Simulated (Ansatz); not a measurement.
Cost and result up the ladder for AlCl2(OH) (AlCl₂OH) (5 atoms). Total charge 0; singlet. Geometry: PBE0-D4/def2-TZVP.

```xyz
5

Al   -0.3003   -0.1771   -0.1755
Cl   -2.2514   -0.7718    0.1786
Cl    0.5767   -0.5397   -2.0263
O     0.5361    0.5932    1.0570
H     1.4388    0.8955    0.9663
```

Ansatz on 4 threads of Intel Xeon Platinum 8375C on a shared host. Times are rough, and most runs start from the orbitals of an earlier one. ωB97X-V/def2-TZVP serves as the yardstick here, not as an exact answer. Differences are given only for rows in sets of like size (and for xTB, whose basis is part of the method), since another set adds its own error. Binding counts from free atoms at the same level (Al doublet, Cl doublet, O triplet, H doublet; other spins of the atoms weren't run), without zero-point energy or a counterpoise term.

B3LYP takes the VWN-RPA correlation. Correlated methods freeze 16 core orbitals.

Correlated methods converge slowly with the basis.

| level | functions | wall time | binding energy per atom (eV) | difference from ωB97X-V/def2-TZVP (eV) |
| --- | --- | --- | --- | --- |
| PBE-D4/def2-SVP | 73 | 0.65 s | 3.72 | – |
| LDA (SPW92)/def2-TZVP | 148 | 0.7 s | 4.20 | 0.48 |
| HF/def2-TZVP | 148 | 0.75 s | 2.74 | -0.97 |
| PBE0-D4/def2-SVP | 73 | 0.75 s | 3.64 | – |
| revPBE-D4/def2-TZVP | 148 | 0.85 s | 3.62 | -0.09 |
| PBE-D4/def2-TZVP | 148 | 1.1 s | 3.73 | 0.02 |
| MP2/def2-TZVP | 148 | 1.1 s | 3.76 | 0.04 |
| PBE0-D4/def2-TZVP | 148 | 1.3 s | 3.66 | -0.05 |
| r2SCAN-D4/def2-TZVP | 148 | 1.6 s | 3.75 | 0.03 |
| B3LYP-D4/def2-TZVP (with forces) | 148 | 1.8 s | 3.64 | -0.08 |
| ωB97X-V/def2-TZVP | 148 | 3.1 s | 3.71 | 0.00 |
| CCSD(T)/def2-TZVPP | 171 | 13 s | 3.62 | -0.10 |
